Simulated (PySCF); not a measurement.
Computed data sheet: `CCC(CC)OC(C)=O` (3-pentyl acetate)

3-pentyl acetate, C7H14O2.
Atom-mapped SMILES: `[CH3:1][CH2:2][CH:3]([CH2:4][CH3:5])[O:6][C:7]([CH3:8])=[O:9]` (hydrogens: H10, H11, H12 on C1; H13, H14 on C2; H15 on C3; H16, H17 on C4; H18, H19, H20 on C5; H21, H22, H23 on C8)

Structural features include: ester.

**PBE0-D3(BJ)/def2-SVP geometry optimisation, gas phase (PySCF)**

- Rotational constants A, B, C: 1.636, 1.408, 0.909 GHz

**CAM-B3LYP/def2-SVPD ground state, ΔSCF and vertical TDDFT (core frozen in the response) (PySCF)**

* Dipole moment: 2.09 D
* HOMO energy: -9.45 eV
* LUMO energy: 1.18 eV
* HOMO–LUMO gap: 10.63 eV
* Lowest singlet excitation: 5.98 eV (207 nm, f = 0.001)
* Strongest line among the 10 lowest singlet transitions: S3 at 8.05 eV (154 nm, f = 0.131)
* Lowest triplet excitation (Tamm–Dancoff): 5.46 eV
* Static isotropic polarisability: 92.0 au
* Vertical ionisation energy: 10.25 eV
* Electronic spatial extent ⟨r²⟩ about the centre of nuclear charge: 1442 bohr²

PBE0/pcSseg-1 ground state and GIAO shieldings, non-relativistic (PySCF):

- Lowest Hirshfeld atomic charge: -0.26 e on O9
- Highest Hirshfeld atomic charge: +0.22 e on C7
- 13C chemical shifts (computed TMS as zero) by class: 174.1 (C7), 73.5 (C3), 31.7 (C2/C4), 22.1 (C8), 12.3 (C1/C5) ppm
- 1H chemical shifts (computed TMS as zero) by class: 4.87 (H15), 2.02 (H21/H22/H23), 1.32 (H14/H16), 1.22 (H13/H17), 0.92 (H10/H11/H12/H18/H19/H20) ppm
- Isotropic shieldings of nuclei other than C and H, by class: -106 (O9), 106 (O6) ppm
- Mayer bond orders between heavy atoms: C1–C2 1.06, C2–C3 1.02, C3–C4 1.02, C4–C5 1.06, C3–O6 0.79, O6–C7 1.08, C7–C8 1.01, C7–O9 1.95

From delta-SCF UKS SCAN, pcX-2 on the ionised atom, pcseg-1 elsewhere, spin-free X2C (PySCF):

* Core binding energies: C1s 290.6 (C1/C5), C1s 290.6 (C2/C4), C1s 291.2 (C8), C1s 291.9 (C3), C1s 294.3 (C7), O1s 537.4 (O9), O1s 538.9 (O6) eV

Monoisotopic mass from the formula: 130.0994 u.

The rotational constants make it an asymmetric top with κ = (2B − A − C)/(A − C) = 0.37, nearer the oblate limit (+1). The principal polarisabilities are 83.6, 93.1 and 99.3 au; their mean is the isotropic value. The ΔSCF ionisation energy exceeds −ε(HOMO) by 0.80 eV with CAM-B3LYP. With B = h/(8π²I), that is 505.379 GHz u Å² over I, the principal moments of inertia are 308.9, 359.0 and 555.8 u Å² (most abundant isotopes); the inertial defect Ic − Ia − Ib is -112.1 u Å² (zero for a rigid planar frame, negative otherwise). The largest Löwdin shares of the HOMO are 0.66 on O9, 0.09 on C8, 0.08 on C7 and 0.07 on O6. The dipole equals about 7.0 × 10⁻³⁰ C·m (1 D = 3.33564 × 10⁻³⁰ C·m). The 10 singlets span 5.98 to 9.18 eV, and their oscillator strengths add up to 0.20.

One conformer (not necessarily the lowest) at the PBE0-D3(BJ)/def2-SVP geometry, without solvent or vibrations. NMR classes are plain means over equivalent atoms (diastereotopic ones count apart unless rotation or inversion swaps them), as if these changed places fast; in this geometry the members of some classes differ.

Shape of the structure used: `[CH3:1][CH2:2][CH:3]([CH2:4][CH3:5])[O:6][C:7]([CH3:8])=[O:9]`: C1–C2–C3–C4 178°, C2–C3–C4–C5 -179°, C2–C3–O6–C7 118°, C3–O6–C7–C8 -179°.
